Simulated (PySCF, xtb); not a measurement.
Y(OH)2 (H2O2Y), SMILES [Y]([OH])[OH] (connectivity only; charge and spin as stated), neutral, multiplicity 2. Other conformers were not sampled.

Harmonic wavenumbers (cm⁻¹) from GFN2-xTB run with xtb 6.7.1 at its own minimum, in rising order: 98, 220, 228, 316, 365, 630, 631, 3530, 3538.

Q: What does r2SCAN-D4/def2-TZVP run with PySCF 2.14.0 give at its own minimum? (The exact figures need the calculation; the answer reports its results.)

A: 119, 303, 361, 363, 373, 625, 643, 3928, 3929. Paired by order, the mean absolute difference is 122 cm⁻¹ and the zero-point energies are 13.7 and 15.2 kcal/mol.
